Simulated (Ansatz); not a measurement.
Molecule: InF, net charge 1, doublet state. SMILES of the parent species: [F][In]

Atoms: In1, F2. Bonds: In1-F2.

Bond lengths (Å) and angles (degrees) optimised at HF/STO-3G with Ansatz (a program for electronic structure); HF/3-21G with Ansatz; HF/6-31G* with LANL2DZ past Ar with Ansatz; PBE/6-31G* with LANL2DZ past Ar with Ansatz; B3LYP/LANL2DZ with Ansatz; B3LYP/6-31G* with LANL2DZ past Ar with Ansatz, each started from the B3LYP-D3(BJ)/def2-TZVP structure (Ansatz) of the last column. A row stands for all coordinates that are equal there. 6-31G* holds six Cartesian d functions.

| coordinate | HF/STO-3G | HF/3-21G | HF/6-31G* with LANL2DZ past Ar | PBE/6-31G* with LANL2DZ past Ar | B3LYP/LANL2DZ | B3LYP/6-31G* with LANL2DZ past Ar | B3LYP-D3(BJ)/def2-TZVP |
|---|---|---|---|---|---|---|---|
| In1-F2 | 1.814 | 1.887 | 1.739 | 1.790 | 1.832 | 1.774 | 1.937 |

Mean signed difference of all 1 bond lengths from B3LYP-D3(BJ)/def2-TZVP: HF/STO-3G -0.122 Å, HF/3-21G -0.049 Å, HF/6-31G* with LANL2DZ past Ar -0.197 Å, PBE/6-31G* with LANL2DZ past Ar -0.147 Å, B3LYP/LANL2DZ -0.105 Å, B3LYP/6-31G* with LANL2DZ past Ar -0.163 Å.
